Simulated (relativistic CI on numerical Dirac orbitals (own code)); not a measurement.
# Spin-allowed bands of a d7 ion in a tetrahedral site, by hand

Problem. Take Δ = 3100 cm⁻¹ and B = 700 cm⁻¹ for a d7 ion in a tetrahedral site. Calculate the three spin-allowed bands.

Working.
1. The terms of highest spin are 4F (energy 0) and 4P (15B = 10500 cm⁻¹). Here the F term splits into A2 at −1.2Δ = -3720, T2 at −0.2Δ = -620 and T1 at +0.6Δ = 1860 cm⁻¹.
2. The two T1 states mix through the element 0.4Δ: H = [[1860, 1240], [1240, 10500]], with roots ½(H₁₁ + H₂₂) ∓ ½√[(H₂₂ − H₁₁)² + 4H₁₂²] = ½(12360) ∓ ½(8989) = 1686 and 10674 cm⁻¹.
3. The ground term is 4A2 at -3720 cm⁻¹.
4. Bands: 4T2 3100 cm⁻¹ (3226 nm), 4T1(F) 5406 cm⁻¹ (1850 nm), 4T1(P) 14394 cm⁻¹ (695 nm).

Check. Exact diagonalisation of the whole d7 shell with these parameters gives 4T2 3100, 4T1 5406, 4T1 14394 cm⁻¹. The match is exact, since without spin-orbit coupling no other term has this spin. The ratio of the second band to the first, 1.744, depends on Δ/B = 4.4 alone, which is how a Tanabe-Sugano diagram is read.
